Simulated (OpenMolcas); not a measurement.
## Ag4+: moving or changing the point charges

Ag4+ among 6 point charges of -1.7 e arranged as a tetragonal octahedron (D4h), 1.99 Å from the ion, with the axial distance 2.209 Å.

```yaml
Program: OpenMolcas 26.06
Method: CASSCF
Basis: ANO-RCC-VDZP [6s5p3d1f]
Scalar_Hamiltonian: DKH2, point nucleus
Active_space: 7 electrons in 5 orbitals (4d)
State_averaging: 2S+1 = 4 even, 10 roots; 2S+1 = 2 even, 40 roots
Spin-orbit_coupling: RASSI with atomic mean-field integrals over the reference wave functions
```

Runs around this geometry, states (labels of D4, the rotations of D4h). Energies in cm-1 above the lowest state or level, χT in cm3 K/mol.

```tsv
R (Å)	q (e)	Axial / equatorial distance	Ground state	First state of that spin	First gap with spin-orbit (degeneracies)	χT at 300 K	First state of another spin
1.99	-1.1	1.11	4A2	4E 628.0	497.3 (2, 2)	4.276	2A1 16705
1.81	-1.7	1.11	4A2	4E 1699	825.8 (2, 2)	3.534	2A1 13226
1.99	-1.7	1.11	4A2	4E 1150	678.7 (2, 2)	3.911	2A1 15447
2.09	-1.7	1.11	4A2	4E 934.8	587.1 (2, 2)	4.109	2A1 16209
1.99	-1.7	1.2	4A2	4E 1589	657.6 (2, 2)	3.989	2A1 15416
```

Taking the first state of the same spin as R^-n, n = -ln(934.8 / 1699) / ln(2.09 / 1.81) = 4.2 between the shortest and longest distance.

Scaling the charges by -1.1 / -1.7 = 0.65 scales the first state of the same spin by 628 / 1150 = 0.55; with fixed orbitals a first-order splitting would follow the charge.

Without dynamic correlation the repulsion within the d shell is too large (B by tens of per cent), so at a given field states of lower spin stand too high. Point charges give a weaker field than real ligands, and real ions of this kind are as a rule low spin; the high spin found here belongs to the model. Spin-orbit coupling mixes the spin-free states strongly: the lowest level takes only 50 % from its leading state, 4A2 (figures for R = 1.99, q = -1.1, ratio = 1.11; the like holds for R = 1.81, q = -1.7, ratio = 1.11, R = 1.99, q = -1.7, ratio = 1.11, R = 2.09, q = -1.7, ratio = 1.11, R = 1.99, q = -1.7, ratio = 1.2). This shell can be high or low spin here, a state of another spin lies low, and with metal d orbitals alone active their balance is uncertain, so the ground spin may be wrong (holds for R = 1.81, q = -1.7, ratio = 1.11). This is an electrostatic model: the charges have no orbitals. No measured value stands beside these numbers.
